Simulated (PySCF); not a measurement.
## Dipole response of Zn (zinc, neutral)

[Ar] 3d10 4s2, closed-shell 1S. All numbers are calculated (PySCF 2.14, scalar relativity by spin-free X2C-1e, in aug-cc-pVQZ-DK (9s8p6d4f3g2h, 140 functions)). Coupled (time-dependent) response in atomic units; α is the mean over directions.

```json
{"method": "UHF", "mean α (bohr³)": "50.82", "C₆ (like pair)": "401.8", "S(−4)": "1371"}
{"method": "PBE", "mean α (bohr³)": "38.12", "C₆ (like pair)": "275.8", "S(−4)": "740.9"}
{"method": "PBE0", "mean α (bohr³)": "40.65", "C₆ (like pair)": "299.3", "S(−4)": "851.0"}
```

S(−4) is the Cauchy moment in α(ω) = α(0) + S(−4) ω² + …

Reference α: 38.67 ± 0.3 bohr³ (recommended; Schwerdtfeger and Nagle, table of static dipole polarizabilities (2023 update)). Published C₆: 284.0 (Chu and Dalgarno (2004); Tang, Norbeck and Certain (1976)).

Hartree-Fock lies above the reference because it lacks correlation, which contracts the outer shell.

α(iu) at PBE0:

| u (hartree) | α(iu) (bohr³) |
| --- | --- |
| 0 | 40.65 |
| 0.0500 | 38.64 |
| 0.100 | 33.76 |
| 0.200 | 23.00 |
| 0.300 | 15.64 |
| 0.500 | 8.511 |
| 0.750 | 5.056 |
| 1.00 | 3.496 |
| 1.50 | 2.088 |
| 2.00 | 1.446 |
| 3.00 | 0.8516 |
| 5.00 | 0.4211 |
